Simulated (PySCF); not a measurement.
Cost of one run: spin–spin coupling job, B2F2H4.

Method: B3LYP/pcJ-1 indirect spin-spin coupling, non-relativistic, gas phase (PySCF 2.14.0, density-fitted response routines). Geometry: PBE0-D3(BJ)/def2-SVP. Work: spin–spin couplings from 8 perturbed nuclei, density fitting. The input is one job of a driver script: a line of settings, then coordinates in Å.

Input:
```
{"job": {"kind": "j", "xc": "B3LYP", "basis": "pcJ-1"}, "charge": 0, "multiplicity": 1}
B      0.514950    -0.599552     0.376088
F      1.302049    -1.367532    -0.362679
F      0.521202    -0.756958     1.692753
H      0.686837     0.747266     0.040898
B     -0.525279     0.611636    -0.381704
H     -1.221787     1.275202     0.335350
H     -0.485182     0.713947    -1.576934
H     -0.792800    -0.624020    -0.123773
```

Hardware: one thread of an Arm Neoverse V1, no GPU, shared host.

**Question.** How large is the basis?

**Answer.** 148 functions for 32 electrons, with 524 fitting functions; the fitted three-index integrals, 524 × 148 × 149/2 numbers of 8 bytes, come to 44 MiB.

**Question.** Which is nearest to the wall time?
A. 16 s
B. 16 min
C. 2.0 s
D. 2.1 min

**Answer.** A. The run took 16 s. The SCF took 12 cycles.

**Question.** At this speed, how long would 5000 such jobs take on 64 cores, one job a core?

**Answer.** 5000/64 gives 79 rounds of 16 s, about 21 min of wall time and 22 core-hours, if the jobs don't slow each other.

The SCF part of the output:
```
coarse grid: 6824 points
cycle   1  E = -251.8044738137  dE =  3.075e-01  |g| = 6.702e-01  |ddm| = 2.163e+00
cycle   2  E = -251.7302709957  dE =  7.420e-02  |g| = 1.021e+00  |ddm| = 9.301e-01
cycle   3  E = -251.8763415403  dE = -1.461e-01  |g| = 5.742e-02  |ddm| = 5.530e-01
cycle   4  E = -251.8771839982  dE = -8.425e-04  |g| = 2.310e-02  |ddm| = 6.760e-02
cycle   5  E = -251.8773353395  dE = -1.513e-04  |g| = 1.698e-03  |ddm| = 1.989e-02
cycle   6  E = -251.8773360432  dE = -7.038e-07  |g| = 5.702e-04  |ddm| = 1.897e-03
final grid: 67112 points
cycle   7  E = -251.9046605183  dE = -1.361e-04  |g| = 3.333e-03  |ddm| = 1.472e-02
cycle   8  E = -251.9046605289  dE = -1.055e-08  |g| = 2.874e-03  |ddm| = 2.556e-03
cycle   9  E = -251.9046616056  dE = -1.077e-06  |g| = 9.849e-04  |ddm| = 1.770e-03
cycle  10  E = -251.9046617298  dE = -1.242e-07  |g| = 1.649e-04  |ddm| = 5.820e-04
cycle  11  E = -251.9046617360  dE = -6.132e-09  |g| = 2.754e-05  |ddm| = 1.511e-04
cycle  12  E = -251.9046617362  dE = -2.248e-10  |g| = 6.745e-06  |ddm| = 3.213e-05
converged SCF energy = -251.9046617362
```

On the final grid dE counts from the start density on that grid.

Times come from a shared host and carry two figures at best.
